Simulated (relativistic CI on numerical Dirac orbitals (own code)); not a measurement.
Ti2+: resonant inelastic scattering at the M2,3 edge

Computed with this model: Dirac-Coulomb-Breit CI, separate exchange-only KLI orbitals for each configuration, a model potential for QED, Kramers-Heisenberg scattering through one core-hole configuration in a parametric crystal field, unscaled Slater integrals; configurations [Ar] 3d2 → [Ne] 3s2 3p5 3d3; 300 K; core-hole width 0.8 eV; summed over polarisations. Incident energies are the highest absorption maxima for each field (at most a few, so the weaker spin-orbit partner edge can be absent), on the computed scale of the free ion. Intensities are in per cent of the strongest line above 0.02 eV; levels within 1 cm⁻¹ are merged; final levels count from the ground level, the first row holds all elastic scattering, lines under 0.4 are left out and each table stops after 24 rows. The scale of the Slater integrals is a model choice and moves the terms in proportion.

Field parameters in Wybourne normalisation: D4h B²₀ = −7Ds, B⁴₀ = 21(Dq − Dt), B⁴₄ = 21√(5/14) Dq. The field is a parameter set, without covalency.

S is read from ⟨S²⟩ = S(S + 1).

D4h, 10Dq = 12300, Ds = -1500, Dt = 30 cm⁻¹:

| Final level (eV) | Degeneracy | Irrep | S | 42.9 eV | 48.6 eV | 52 eV |
| --- | --- | --- | --- | --- | --- | --- |
| 0.000 | 1 | B1 | 1.00 | 199.8 | 400.2 | 67.1 |
| 0.000 | 1 | B2 | 1.00 | 9.8 | 42.1 | 4.2 |
| 0.010 | 2 | E | 1.00 | 1.5 | 0.9 | 0.1 |
| 0.019 | 1 | A1 | 1.00 | 7.4 | 52.1 | 5.7 |
| 0.020 | 1 | A2 | 1.00 | 7.5 | 51.9 | 5.8 |
| 0.458 | 1 | A1 | 1.00 | 4.6 | 20.1 | 7.7 |
| 0.459 | 2 | E | 1.00 | 9.6 | 39.1 | 16.8 |
| 1.473 | 2 | E | 0.95 | 18.4 | 9.7 | 26.3 |
| 1.474 | 1 | B1 | 1.00 | 12.1 | 5.7 | 17.1 |
| 1.474 | 1 | B2 | 1.00 | 11.8 | 6.0 | 17.0 |
| 1.481 | 2 | A1+A2 | 1.00 | 13.4 | 6.5 | 24.1 |
| 1.492 | 2 | E | 0.98 | 24.5 | 22.8 | 36.2 |
| 1.494 | 1 | B1 | 1.00 | 12.5 | 11.7 | 18.9 |
| 1.538 | 2 | E | 0.17 | 1.7 | 2.0 | 3.7 |
| 2.140 | 1 | B1 | 0.00 | 0.1 | 0.6 | 0.0 |
| 2.354 | 1 | A1 | 1.00 | 0.5 | 10.2 | 11.1 |
| 2.355 | 2 | E | 1.00 | 1.1 | 22.7 | 24.4 |
| 3.018 | 2 | E | 1.00 | 2.3 | 100.0 | 42.5 |
| 3.018 | 1 | B2 | 1.00 | 1.1 | 47.7 | 19.8 |
| 3.190 | 2 | E | 0.01 | 0.2 | 1.3 | 0.4 |
| 3.266 | 1 | A1 | 0.01 | 0.1 | 0.2 | 0.4 |
| 3.312 | 1 | B2 | 0.01 | 0.1 | 0.4 | 0.2 |
| 3.390 | 2 | A1+A2 | 1.00 | 0.9 | 17.1 | 48.4 |
| 3.395 | 2 | E | 1.00 | 1.0 | 23.7 | 42.6 |

D4h, 10Dq = 12300, Ds = -860, Dt = 30 cm⁻¹:

| Final level (eV) | Degeneracy | Irrep | S | 42.9 eV | 48.6 eV | 52 eV |
| --- | --- | --- | --- | --- | --- | --- |
| 0.000 | 1 | B1 | 1.00 | 112.5 | 254.4 | 43.1 |
| 0.000 | 1 | B2 | 1.00 | 5.1 | 22.1 | 2.5 |
| 0.010 | 2 | E | 1.00 | 1.0 | 0.8 | 0.1 |
| 0.019 | 1 | A1 | 1.00 | 4.1 | 27.7 | 2.9 |
| 0.019 | 1 | A2 | 1.00 | 4.2 | 27.8 | 3.0 |
| 0.284 | 3 | A1+E | 1.00 | 11.5 | 60.8 | 12.4 |
| 1.420 | 2 | E | 0.99 | 15.7 | 14.8 | 21.0 |
| 1.421 | 1 | B1 | 1.00 | 7.4 | 6.7 | 10.5 |
| 1.434 | 1 | B2 | 1.00 | 6.4 | 3.8 | 10.5 |
| 1.437 | 1 | B1 | 1.00 | 6.6 | 4.0 | 10.6 |
| 1.438 | 2 | E | 0.99 | 10.4 | 6.7 | 16.8 |
| 1.442 | 1 | A2 | 1.00 | 3.8 | 2.9 | 7.1 |
| 1.442 | 1 | A1 | 1.00 | 3.9 | 2.9 | 7.2 |
| 1.540 | 2 | E | 0.05 | 0.2 | 0.4 | 0.6 |
| 2.546 | 1 | A1 | 1.00 | 0.4 | 4.5 | 6.0 |
| 2.546 | 2 | E | 1.00 | 0.8 | 10.1 | 13.1 |
| 2.947 | 3 | B2+E | 1.00 | 2.0 | 100.0 | 39.7 |
| 3.136 | 1 | A1 | 0.99 | 0.3 | 4.0 | 14.3 |
| 3.137 | 1 | A2 | 0.94 | 0.4 | 3.7 | 13.0 |
| 3.142 | 2 | E | 0.99 | 0.7 | 9.6 | 24.2 |
| 3.143 | 1 | A2 | 0.15 | 0.1 | 0.3 | 1.5 |
| 3.147 | 1 | B2 | 0.99 | 0.4 | 6.8 | 11.0 |
| 3.148 | 1 | B1 | 1.00 | 0.4 | 6.8 | 11.1 |
| 3.187 | 2 | E | 0.03 | 0.1 | 0.8 | 0.5 |

D4h, 10Dq = 12300, Ds = -210, Dt = 30 cm⁻¹:

```tsv
Final level (eV)	Degeneracy	Irrep	S	42.9 eV	48.6 eV	51.9 eV
0.000	1	B1	1.00	99.7	249.8	41.2
0.000	1	B2	1.00	4.5	18.5	2.6
0.009	2	E	1.00	1.3	2.2	0.3
0.016	1	A1	1.00	3.9	23.4	3.0
0.019	1	A2	1.00	3.8	23.8	3.1
0.092	2	E	1.00	9.3	43.0	7.1
0.093	1	A1	1.00	4.3	21.2	3.3
1.351	2	E	1.00	14.6	14.0	19.1
1.352	1	B1	1.00	6.9	6.6	9.6
1.380	1	B2	1.00	5.6	5.1	9.6
1.382	1	B1	1.00	5.7	5.0	9.6
1.384	2	E	1.00	9.5	9.8	15.7
1.388	2	A1+A2	1.00	7.5	9.7	13.8
2.760	1	A1	1.00	0.4	3.1	6.0
2.761	2	E	1.00	0.8	6.7	12.6
2.877	3	B2+E	1.00	2.0	100.0	36.1
2.902	1	A1	1.00	0.4	3.2	13.7
2.903	1	A2	1.00	0.4	3.2	13.7
2.907	2	E	1.00	0.9	7.0	23.9
2.912	1	B2	1.00	0.6	4.1	10.8
2.912	1	B1	1.00	0.5	4.1	10.8
3.167	2	E	0.01	0.1	0.5	0.1
```

For the first field the strongest loss at the lowest incident energy is the level at 1.49 eV (S = 0.98, against 1.00 in the thermal ground state).
